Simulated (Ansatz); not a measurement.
`[MgH][N]([SiH3])[SiH3]` → `[MgH]`• + `[SiH3][N][SiH3]`•  (homolysis of the Mg–N bond)

Computed with Ansatz on PBE0-D4/def2-TZVP structures; ΔE is electronic, products minus reactants. CBS: MP2 limit from def2 TZ/QZ plus the TZ coupled-cluster correction, frozen cores. Functionals use def2-TZVPP. Open shells (•) are unrestricted, without spin–orbit coupling. For Mg outer-core shells are correlated without core-valence functions, which leaves a few kJ/mol of doubt a bond.

CCSD(T)/CBS gives +442.6 kJ/mol.

(1) Another level gave +388.3 kJ/mol. Which?
A. HF/def2-TZVPP
B. BLYP-D4/def2-TZVPP
C. CAM-B3LYP-D4/def2-TZVPP
D. r2SCAN-D4/def2-TZVPP

Largest T1 diagnostic among the species: 0.018.

## Answers

(1) D. r2SCAN-D4 388.3, BLYP-D4 376.1, CAM-B3LYP-D4 398.7, HF/def2-TZVPP 286.0 kJ/mol.

The D4 term adds +11.7 kJ/mol with B3LYP and +6.5 kJ/mol with PBE0; it sums over pairs of atoms, weighted by their polarisabilities, and B3LYP, whose exchange is more repulsive, gets the larger term. In def2-TZVPP, CCSD(T) changes the Hartree–Fock value by +130.1 kJ/mol (the triples alone add +10.1 kJ/mol) and MP2 by +159.9 kJ/mol; breaking electron pairs costs correlation energy, which Hartree–Fock lacks. From BLYP to BHLYP (50 % exact exchange), in def2-TZVPP and without D4, ΔE moves by +15.6 kJ/mol.

B3LYP here is the variant with VWN-RPA as its local correlation; programs differ in this.
